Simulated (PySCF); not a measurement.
In(F)(Et)(OH) (C₂H₆FInO), SMILES [OH][In]([CH2]C)[F]. Atoms are numbered in the order given.

```xyz
11

In     0.1041     0.1649     0.2269
F      1.1423     0.0649     1.8949
C     -0.1417    -1.6303    -0.9574
C     -1.0212    -1.4883    -2.1935
H     -0.5337    -2.3799    -0.2506
H      0.8854    -1.9406    -1.2111
H     -0.6259    -0.7444    -2.9034
H     -2.0504    -1.1880    -1.9406
H     -1.0899    -2.4467    -2.7367
O     -0.4964     2.0667     0.0638
H     -1.0205     2.2123    -0.7364
```

The structure is a stationary point at r2SCAN-D4/def2-SVP. The def2 effective core potentials stand for the cores of In; spin–orbit coupling is left out. Other conformers were not sampled.

Calculation: HF/def2-TZVP (PySCF).

ESP charges are fitted to the potential on shells at 1.4 to 2.0 van der Waals radii. Atomic charges (e):

```tsv
atom	ESP fit	Mulliken
In1	…	1.23
F2	…	-0.63
C3	…	-0.42
C4	-0.01	-0.31
H5	0.11	0.14
H6	0.11	0.13
H7	…	0.11
H8	…	0.11
H9	…	0.12
O10	-0.80	-0.80
H11	0.33	0.32
```

Question: What belongs in the gaps? (Estimate from the structure and the level; the computed values follow.)

Answer: 
- In1, ESP fit: 1.26
- F2, ESP fit: -0.58
- C3, ESP fit: -0.49
- H7, ESP fit: 0.00
- H8, ESP fit: 0.01
- H9, ESP fit: 0.06
